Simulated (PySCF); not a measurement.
**GaN⁻ at PBE0**

Computed with PBE0; basis Ga aug-pcseg-1, N aug-pcseg-1; no relativity; PySCF 2.14.

```
state                                                                                                             : ²Σ⁺ (doublet), unpaired electrons σ ↑, a second solution, started from another occupation
bond length                                                                                                       : 1.765 Å
harmonic wavenumber                                                                                               : 744 cm⁻¹
force constant                                                                                                    : 3.79 mdyn/Å
rotational constant Be                                                                                            : 0.4651 cm⁻¹
anharmonicity ωexe                                                                                                : 5.39 cm⁻¹
vibration–rotation constant αe                                                                                    : 0.00403 cm⁻¹
energy of the minimum from ground-state Ga⁻ + N                                                                   : -3.21 eV
bond order (Mayer)                                                                                                : 1.86
dipole moment (positive dipole points towards N; it is taken about the centre of mass and depends on that origin) : -4.03 D
```

Spin–orbit coupling is left out. For an ion De counts to the pair picked by the measured ionisation energies or electron affinities, which need not be the lowest pair at this level.
